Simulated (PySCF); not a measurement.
# One molecule, several mistakes: BFH3OSi

Calculated results; nothing here was measured. They come from PySCF 2.14.0, an open-source quantum chemistry program, on an isolated molecule that a program drew, which may never have been made. The molecule is BFH3OSi (charge 0, doublet), drawn as the SMILES string `BO[SiH]F`.

Each row is a Hartree-Fock (HF) and frozen-core CCSD(T) single point in the cc-pV(D+d)Z basis, meant for a local HF minimum. Run 1 is clean. Each other run has one planted mistake out of seven kinds, and not every kind appears here: one electron removed, one electron added, multiplicity raised by two, geometry at a saddle point, minimal basis STO-3G, one bond length entered in bohr, all coordinates scaled. The reference is restricted for singlets and unrestricted otherwise, and also for a bond in bohr. Adding or removing an electron swaps singlet and doublet. Electrons count all cores. HOMO and LUMO are orbital energies over both spins, the gradient is its largest component, and the lowest frequency (negative if imaginary) is given only where the gradient is small. Bond lengths are over the 6 bonds as drawn. T1 is the CCSD diagnostic: over 0.02 (restricted) or 0.045 (unrestricted) a single reference is doubtful.

Geometry of the clean run:
```xyz
7
BFH3OSi, angstrom
B    -1.1521   -0.7562    0.1133
O     0.0905   -1.2983    0.0614
Si    1.6098   -0.8037    0.4622
F     1.7708   -0.9482    2.0607
H    -1.3004    0.3860    0.4623
H    -2.0823   -1.4416   -0.2057
H     2.5657   -1.7317   -0.1707
```

```
run,electrons,basis functions,<S^2>,HOMO (eV),LUMO (eV),gradient (hartree/bohr),lowest frequency (cm^-1),mean bond (Å),longest bond (Å),T1,HF (hartree),CCSD(T) (hartree),mistake
1,39,80,0.754,-9.89,1.39,3.6e-06,36,1.4157,1.647,0.0160,-489.76975,-490.34032,no fault
2,39,27,0.754,-6.68,5.31,5.7e-02,-,1.4157,1.647,0.0217,-483.64079,-483.80685,minimal basis STO-3G
3,40,80,0.000,-0.47,7.49,1.1e-01,-,1.4157,1.647,0.0181,-489.75036,-490.35124,one electron added
4,39,80,1.668,-8.00,0.41,1.4e-02,-,1.6549,3.048,0.0714,-489.59553,-490.14448,one bond length entered in bohr
5,39,80,3.774,-6.33,-2.65,3.5e-02,-,1.4157,1.647,0.0212,-489.54909,-490.12463,?
6,38,80,0.000,-17.53,-8.04,9.9e-02,-,1.4157,1.647,0.0231,-489.43874,-490.01935,?
```

**Which mistake was planted in run 5, and what did it cost?**

Electrons, basis and geometry are unchanged, and <S^2> is 3.774, beside S(S+1) = 3.75 for a multiplicity of 4. So the mistake is: multiplicity raised by two. Subtracting run 1 and multiplying by 627.51 kcal/mol a hartree, the energy moved by 138.5 kcal/mol in HF and 135.3 kcal/mol in CCSD(T).

**Which mistake was planted in run 6, and what did it cost?**

It counts 38 electrons, one fewer than the clean run, at the same geometry and basis. So the mistake is: one electron removed. Subtracting run 1 and multiplying by 627.51 kcal/mol a hartree, the energy moved by 207.7 kcal/mol in HF and 201.4 kcal/mol in CCSD(T).

Cautions from the logs. Run 4: T1 is over the limit, so its CCSD(T) energy is less reliable; run 6: T1 is over the limit, so its CCSD(T) energy is less reliable.
